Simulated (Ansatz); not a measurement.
Na8Li⁻, 9 atoms. Hardware: 4 threads of Arm Neoverse V2 on a shared host.

Correlated methods freeze 8 core orbitals; core or outer-core shells of Li, Na are correlated, in sets that lack core-valence functions.

(1) How many basis functions does each of these Ansatz runs have, and roughly what does it cost? BHLYP/def2-TZVPD, charge -1 singlet, energy, from earlier orbitals; PBE-QIDH/def2-TZVPD, charge -1 singlet, energy, from earlier orbitals; HF/def2-TZVPD, charge -1 singlet, energy, from earlier orbitals; PBE/def2-TZVPD, charge -1 singlet, energy and forces, from earlier orbitals; MP2/def2-TZVPD, charge -1 singlet, energy, from earlier orbitals; CCSD(T)/def2-SVPD, charge -1 singlet, energy, from earlier orbitals; r2SCAN/def2-TZVPD, charge -1 singlet, energy, from earlier orbitals; PBE0/def2-TZVPD, charge -1 singlet, energy, from earlier orbitals; r2SCAN/def2-SVPD, charge -1 singlet, relaxation, 14 steps.

## Answers

(1) Other jobs shared the machine, so times can vary by a factor of up to 3. A dash marks memory too small to be measured apart from the calling script's.

```csv
run,functions,fitting or Cholesky vectors,wall time,peak host memory (GiB)
"HF/def2-TZVPD, charge -1 singlet, energy, from earlier orbitals",297,3037,9 s,1.8
"PBE/def2-TZVPD, charge -1 singlet, energy and forces, from earlier orbitals",297,2709,11 s,0.84
"PBE0/def2-TZVPD, charge -1 singlet, energy, from earlier orbitals",297,2805,18 s,1.5
"MP2/def2-TZVPD, charge -1 singlet, energy, from earlier orbitals",297,2693,18 s,1.4
"BHLYP/def2-TZVPD, charge -1 singlet, energy, from earlier orbitals",297,2901,21 s,1.6
"r2SCAN/def2-TZVPD, charge -1 singlet, energy, from earlier orbitals",297,2709,21 s,0.93
"PBE-QIDH/def2-TZVPD, charge -1 singlet, energy, from earlier orbitals",297,2693,22 s,1.5
"r2SCAN/def2-SVPD, charge -1 singlet, relaxation, 14 steps",156,1709,100 s,–
"CCSD(T)/def2-SVPD, charge -1 singlet, energy, from earlier orbitals",156,1439,2.7 min,2.4
```
